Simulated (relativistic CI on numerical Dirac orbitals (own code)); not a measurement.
## Br¹³⁺: q coefficients and field-shift factors

Calculated at this level of theory: Dirac-Coulomb-Breit CI, KLI orbitals optimised for each configuration, derivatives by finite differences, unscaled Slater integrals, QED left out (own radial code, finite nucleus).

CI space (outside the closed core [Ne] 3s2): 3p⁶3d⁴, 3p⁵3d⁵, 3p⁶3d³4p, 3p⁶3d²4s4p, 3p⁶3d²4s², 3p⁶3d4s²4p. Double excitations out of closed p, d and f shells are left out; levels of such configurations are missing from the list, as are those of other unlisted configurations, and high levels can miss mixing partners.

With x = (α/α₀)² − 1 an excitation energy changes as ω = ω₀ + qx; K = 2q/ω₀ is the relative enhancement. Terms are leading LS components, so labels can repeat. The field-shift factor is F = δν/δ⟨r²⟩ for the transition from the lowest level.

Lowest level 3p⁶3d⁴ ⁵D0.

| Level | ω₀ (cm⁻¹) | q (cm⁻¹) | F (GHz/fm²) |
| --- | --- | --- | --- |
| 3p⁶3d⁴ ⁵D1 | 1747.3 | 2678 | 0.0119 |
| 3p⁶3d⁴ ⁵D2 | 4545.1 | 6106 | 0.0279 |
| 3p⁶3d⁴ ⁵D3 | 7909.7 | 9456 | 0.0444 |
| 3p⁶3d⁴ ⁵D4 | 11569.5 | 12450 | 0.0601 |
| 3p⁶3d⁴ ³P0 | 53470.2 | -3139 | 0.0528 |
| 3p⁶3d⁴ ³H4 | 54842.8 | 1498 | 0.0717 |
| 3p⁶3d⁴ ³H5 | 58679.6 | 7168 | 0.0974 |
| 3p⁶3d⁴ ³H6 | 61347.7 | 9693 | 0.11 |
| 3p⁶3d⁴ ³P1 | 62019.5 | 6004 | 0.0965 |
| 3p⁶3d⁴ ³F3 | 64678.6 | 4060 | 0.0927 |
| 3p⁶3d⁴ ³F2 | 65980.4 | 6368 | 0.103 |
| 3p⁶3d⁴ ³F4 | 67221.1 | 9357 | 0.115 |
| 3p⁶3d⁴ ³P2 | 73152.7 | 14790 | 0.142 |
| 3p⁶3d⁴ ³G3 | 75151.1 | 13250 | 0.139 |
| 3p⁶3d⁴ ³G4 | 75919.3 | 10720 | 0.131 |
| 3p⁶3d⁴ ³G5 | 78523.5 | 15560 | 0.152 |
| 3p⁶3d⁴ ¹I6 | 87885.2 | 12260 | 0.151 |
| 3p⁶3d⁴ ³D3 | 92104.5 | 8222 | 0.141 |
| 3p⁶3d⁴ ³D2 | 93154.1 | 9734 | 0.147 |
| 3p⁶3d⁴ ³D1 | 95522.8 | 12910 | 0.162 |
| 3p⁶3d⁴ ¹G4 | 96662.4 | 19320 | 0.187 |
| 3p⁶3d⁴ ¹S0 | 108530.8 | 14960 | 0.185 |
| 3p⁶3d⁴ ¹D2 | 114571.8 | 14730 | 0.191 |

At this charge energies of transitions that change n are usually good to better than 1 %, and those within a shell (Δn = 0) to a few per cent. Terms inside the open d or f shell come out 10 to 20 % too wide with unscaled integrals.

(1) Which transition from the lowest level has the largest |K|?

Answers

(1) 3p⁶3d⁴ ⁵D1 at 1747.3 cm⁻¹, K = 3.07.
